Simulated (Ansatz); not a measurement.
`[OH][AlH][BH][SeH]` + `[F][InH][F]` → `[F][In]([F])[SeH]` + `[BH2][AlH][OH]`  (formal exchange of groups at the Se–B bond)

Program: Ansatz. Geometries: PBE0-D4/def2-TZVP. ΔE: electronic, gas phase. CBS: MP2 limit from def2 TZ/QZ plus the TZ coupled-cluster correction, frozen cores. DFT in def2-TZVPP. HSE06 is defined as in plane-wave codes. def2 core potentials past Kr. For In, Se outer-core shells are correlated without core-valence functions, which leaves a few kJ/mol of doubt a bond. Scalar relativity is left out up to krypton. One conformer a species, not always the lowest.

Question: Is it downhill or uphill in electronic energy at CCSD(T)/CBS, and by how much? (Best estimate.)

Answer: Ansatz gave: Uphill: ΔE = +0.14 eV.

Question: What do these levels give: LDA (SPW92), HSE06-D4, CAM-B3LYP-D4, B2PLYP, revPBE, r2SCANh, HSE06, MP2/def2-SVP, HF/def2-TZVPP, SCS-MP2/def2-TZVPP, HF/def2-QZVPP, MP2/CBS(def2)? (Estimate.)

Answer: Ansatz gave: LDA (SPW92) 0.47, HSE06-D4 0.21, CAM-B3LYP-D4 0.14, B2PLYP 0.12, revPBE 0.19, r2SCANh 0.20, HSE06 0.18, MP2/def2-SVP 0.16, HF/def2-TZVPP -0.18, SCS-MP2/def2-TZVPP 0.11, HF/def2-QZVPP -0.19, MP2/CBS(def2) 0.12 eV.

Question: What do rigid-rotor, harmonic-oscillator terms from PBE0-D4/def2-TZVP frequencies (298.15 K, 1 bar) make of the CCSD(T)/CBS value? (Best estimate.)

Answer: The calculation gave: ΔZPE = -0.01 eV, ΔH = +0.16 eV, ΔS = 18 J/(mol·K), ΔG = +0.10 eV.

Largest T1 diagnostic among the species: 0.017.

The D4 term adds +0.05 eV with B3LYP and +0.02 eV with PBE0; it sums over pairs of atoms, weighted by their polarisabilities, and B3LYP, whose exchange is more repulsive, gets the larger term. In def2-TZVPP, CCSD(T) changes the Hartree–Fock value by +0.37 eV (the triples alone add +0.06 eV) and MP2 by +0.36 eV. From BLYP to BHLYP (50 % exact exchange), in def2-TZVPP and without D4, ΔE moves by −0.10 eV.

B3LYP here is the variant with VWN-RPA as its local correlation; programs differ in this.
